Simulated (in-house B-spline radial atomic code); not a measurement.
# Ionising Ge with different functionals

Computed with a B-spline radial code for spherical atoms: non-relativistic Hamiltonian, point nucleus, spin-polarised at highest spin, spherical fractional occupations for the functionals, the average over the highest-spin determinants for Hartree-Fock. The ionisation energy is the difference of two self-consistent energies, [Ar] 3d10 4s2 4p2 → [Ar] 3d10 4s2 4p1, without Breit or QED terms; ε is the level of the shell that loses the electron (its least bound occupied spin orbital). There is no spin-orbit coupling in this Hamiltonian.

Hybrids are left out here: with spherical fractional occupations of an open shell their exact exchange keeps a self-interaction that integer-occupation calculations don't have.

```tsv
method	rung	ΔSCF (eV)	-ε(4p) (eV)
Hartree-Fock	Hartree-Fock	7.45	7.83
LDA VWN5	LDA	8.07	4.51
LDA PW92	LDA	8.06	4.50
LDA exchange-only	LDA	7.24	3.79
PBE	GGA	7.98	4.45
PBEsol	GGA	7.98	4.45
BLYP	GGA	7.76	4.19
RPBE	GGA	7.95	4.43
PW91	GGA	8.03	4.49
BP86	GGA	8.07	4.53
AM05	GGA	7.94	4.40
OLYP	GGA	7.78	4.24
TPSS	meta-GGA	8.01	4.50
SCAN	meta-GGA	8.17	4.69
r2SCAN	meta-GGA	8.19	4.70
M06-L	meta-GGA	7.67	4.20
revTPSS	meta-GGA	8.03	4.51
```

(1) How do they compare with the NIST value?

Results:

(1) NIST lists 7.899 eV (measured, ground level to ground level). Errors run from -0.66 to +0.29 eV; AM05 is closest (+0.04 eV), but part of that can be cancellation, since the calculations leave out relativity, Breit-QED terms, multiplet and fine-structure energies. Hartree-Fock also lacks correlation.
